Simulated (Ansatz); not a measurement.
Ag2F2, relaxed as a singlet with RKS PBE-D4/def2-TZVP in Ansatz, starting from the GFN2-xTB geometry. Force threshold 0.02 eV/Å.

In the def2 sets Ag takes a core potential; there is no spin–orbit coupling. Another isomer (singlet) lies 0.38 eV lower at PBE0-D4/def2-TZVP; other spin states weren't run for this one.

Start:

```tsv
atom	x (Å)	y (Å)	z (Å)
Ag1	0.445	0.074	-0.407
Ag2	-1.455	-0.243	1.338
F3	0.603	-1.741	-0.690
F4	0.407	1.910	-0.241
```

```csv
step,energy (eV),largest force component (eV/Å),SCF passes
1,-13431.6232,2.031,20
2,-13431.8438,0.727,22
3,-13431.8984,0.024,24
4,-13431.8986,0.008,23
5,-13431.8987,0.009,15
6,-13431.8987,0.017,24
7,-13431.8991,0.020,23
8,-13431.9006,0.033,22
9,-13431.9459,0.321,24
10,-13432.0409,0.496,30
11,-13432.1042,0.384,23
12,-13432.1094,0.652,29
13,-13432.1449,0.100,22
14,-13432.1451,0.082,23
15,-13432.1467,0.007,23
```

Force components are those of the run's own axes.

End:

```csv
atom,x (Å),y (Å),z (Å)
Ag1,0.482,0.352,-0.423
Ag2,-1.300,-0.945,1.143
F3,0.192,-1.704,-0.304
F4,0.626,2.297,-0.416
```

Bonds formed: Ag2–F3 (atoms count from 1).

The force fell under the threshold at step 4, but the optimiser went on and released 0.248 eV more. No frequencies were taken in this run, so the end may be a saddle point.

Run time 13 s (4 threads of Arm Neoverse V2 on a shared host).
